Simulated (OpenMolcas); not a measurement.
Ta4+: moving or changing the point charges

Ta4+ among 4 point charges of -1 e arranged as a square (D4h), 1.86 Å from the ion.

| Quantity | Value |
| --- | --- |
| Program | OpenMolcas 26.06 |
| Method | SS-CASPT2, IPEA 0.25 Eh, imaginary shift 0.1 Eh (closed shells correlated: 4f 5s 5p) |
| Basis | ANO-RCC-VTZP [8s7p5d3f2g1h] |
| Scalar Hamiltonian | DKH2, point nucleus |
| Active space | 1 electron in 5 orbitals (5d) |
| State averaging | 2S+1 = 2 even, 5 roots |
| Spin-orbit coupling | RASSI with atomic mean-field integrals over the reference wave functions |

Runs around this geometry, states (labels of D4, the rotations of D4h). Energies in cm-1 above the lowest state or level, χT in cm3 K/mol.

```json
{"R (Å)": "1.86", "q (e)": "-0.8", "Ground state": "2A1", "First state of that spin": "2E 3320", "First gap with spin-orbit (degeneracies)": "5960 (2, 2)", "χT at 300 K": "0.127"}
{"R (Å)": "1.86", "q (e)": "-1", "Ground state": "2A1", "First state of that spin": "2E 5270", "First gap with spin-orbit (degeneracies)": "7050 (2, 2)", "χT at 300 K": "0.109"}
{"R (Å)": "2.03", "q (e)": "-1", "Ground state": "2A1", "First state of that spin": "2E 3770", "First gap with spin-orbit (degeneracies)": "6250 (2, 2)", "χT at 300 K": "0.122"}
```

Taking the first state of the same spin as R^-n, n = -ln(3770 / 5270) / ln(2.03 / 1.86) = 3.8 between the shortest and longest distance.

Scaling the charges by -0.8 / -1 = 0.80 scales the first state of the same spin by 3320 / 5270 = 0.63; with fixed orbitals a first-order splitting would follow the charge.

Free-ion shares, where given, are those of the reference states; single-state CASPT2 does not remix them. Spin-orbit coupling mixes the spin-free states strongly: the lowest level takes only 66 % from its leading state, 2A1 (figures for R = 1.86, q = -0.8; the like holds for R = 2.03, q = -1). This is an electrostatic model: the charges have no orbitals. No measured value stands beside these numbers.
